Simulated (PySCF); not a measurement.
```xyz
3
charge 0 multiplicity 1, angstrom
Cd    0.9770   -1.6923    0.0000
Cd   -1.9541    0.0000    0.0000
Cd    0.9770    1.6923    0.0000
```

These are results of PySCF, PBE0, basis Cd def2-TZVP with ECP28 (scalar-relativistic core potentials, no spin–orbit coupling, density fitting), not measurements.

This geometry of Cd₃ is a stationary point at this level.

(1) What is the point group?

(2) Is it a minimum?

(3) List the harmonic modes with their infrared intensities.

(4) What are the dipole moment and the gap between the highest occupied and lowest empty levels?

(5) What is the atomisation energy, with and without zero-point energy?

Answers

(1) D3h.

(2) Yes: all harmonic wavenumbers are real, though the softest, 41 cm⁻¹, leaves little margin.

(3) 
```csv
symmetry,ω (cm⁻¹),"IR (km/mol, summed over degenerate members)"
e',41,0.0
a1',47,0.0
```

(4) 0.00 D and 4.35 eV.

(5) 19 kJ/mol without, 18 kJ/mol with.

Stability towards spin polarisation was not tested. Other isomers or separated fragments may lie lower.
